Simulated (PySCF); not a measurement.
Radial density of Ar (argon, neutral)

UHF, [Ar], closed-shell 1S. Computed with PySCF 2.14 in def2-QZVPPD, with no relativity, point nucleus.

```csv
r (bohr),4πr²ρ (e/bohr)
0.00167,0.1262
0.00280,0.3426
0.00471,0.9051
0.00793,2.281
0.0133,5.315
0.0224,10.86
0.0377,17.86
0.0635,20.80
0.107,16.15
0.180,15.92
0.302,21.12
0.508,10.76
0.855,4.452
1.44,5.409
2.42,1.609
4.07,0.09169
6.84,0.0004470
```
